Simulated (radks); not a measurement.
Task: Radial electron density D(r) = 4 pi r^2 rho(r) of an atom or ion with 2 electrons. Calculated with a radial shooting solver on a logarithmic mesh with Libxc functionals: Dirac Kohn-Sham, PBEsol, spin-unpolarised, spherical densities, point nucleus.

| r (bohr) | D(r) (e/bohr) |
|---|---|
| 0.01331 | 0.2341 |
| 0.01431 | 0.2671 |
| 0.0155 | 0.3090 |
| 0.01665 | 0.3519 |
| 0.01804 | 0.4061 |
| 0.01954 | 0.4679 |
| 0.021 | 0.5310 |
| 0.02275 | 0.6101 |
| 0.02445 | 0.6903 |
| 0.02649 | 0.7904 |
| 0.02869 | 0.9033 |
| 0.03083 | 1.017 |
| 0.0334 | 1.157 |
| 0.0359 | 1.297 |
| 0.03889 | 1.468 |
| 0.04212 | 1.657 |
| 0.04527 | 1.843 |
| 0.04904 | 2.068 |
| 0.0527 | 2.286 |
| 0.05709 | 2.546 |
| 0.06185 | 2.823 |
| 0.06646 | 3.086 |
| 0.072 | 3.392 |
| 0.07737 | 3.675 |
| 0.08382 | 3.997 |
| 0.0908 | 4.320 |
| 0.09758 | 4.606 |
| 0.1057 | 4.913 |
| 0.1145 | 5.201 |
| 0.1231 | 5.435 |
| 0.1333 | 5.660 |
| 0.1433 | 5.823 |
| 0.1552 | 5.952 |
| 0.1681 | 6.016 |
| 0.1807 | 6.014 |
| 0.1957 | 5.939 |
| 0.2103 | 5.804 |
| 0.2278 | 5.580 |
| 0.2468 | 5.280 |
| 0.2652 | 4.952 |
| 0.2873 | 4.532 |
| 0.3088 | 4.116 |
| 0.3345 | 3.624 |
| 0.3624 | 3.119 |
| 0.3894 | 2.669 |
| 0.4218 | 2.190 |
| 0.4533 | 1.789 |
| 0.4911 | 1.388 |
| 0.532 | 1.043 |
| 0.5717 | 0.7820 |
| 0.6193 | 0.5480 |
| 0.6656 | 0.3844 |
| 0.721 | 0.2485 |
| 0.781 | 0.1532 |
| 0.8394 | 0.09486 |
| 0.9093 | 0.05280 |
| 0.9771 | 0.02960 |
| 1.059 | 0.01463 |

What is the nuclear charge?

Result: Z = 6. The innermost maximum, from 1s, lies near gamma/Z bohr with gamma = sqrt(1 - (Z/c)^2) = 0.999, here 0.167 bohr (found: 0.174), and its height grows with Z. The density is that of the carbon ion C4+ in [He]; the configuration itself is not fixed sharply by these data. D(r) has 1 maximum, at r = 0.174 bohr.
